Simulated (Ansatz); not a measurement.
B5⁻, relaxed as a singlet with RKS r2SCAN-D4/def2-SVPD in Ansatz, starting from the GFN2-xTB geometry. Force threshold 0.02 eV/Å.

The restricted singlet is unstable towards broken spin symmetry in Hartree–Fock (as tested in another run); at r2SCAN-D4/def2-SVPD this wasn't settled. The highest occupied level of the charge -1 singlet lies above zero (up to 0.44 eV). The electron is either unbound and held by the finite basis, or the level is raised by self-interaction error. Another isomer (triplet) lies 2.82 eV lower at PBE0-D4/def2-TZVPD; other spin states weren't run for this one.

Start:

```xyz
5

B     1.034    0.540    0.116
B    -0.225   -0.077   -1.008
B    -0.831   -0.468    0.726
B     0.540   -1.001    0.042
B    -0.518    1.006    0.124
```

Problem. Estimate the energy that the relaxation releases and the steps that it takes.

Solution. 0.31 eV, in 14 steps; 7.5 s on 4 threads of AMD EPYC 9R45 on a shared host. No frequencies were taken in this run, so the end may be a saddle point.

Problem. Does the start keep its bonding and symmetry?

Solution. Bonds lost: B2–B3 (atoms count from 1). Point group Cs at the start, Cs at the end, both within 0.05 Å.

Problem. Predict the relaxed structure.

Solution. 
Cartesian coordinates in Å:
```
B 0.949 0.495 0.126
B -0.087 -0.002 -1.074
B -0.849 -0.486 0.934
B 0.543 -1.045 -0.036
B -0.555 1.038 0.049
```
Bond lengths: 7 × B–B 1.60 to 1.79 Å.
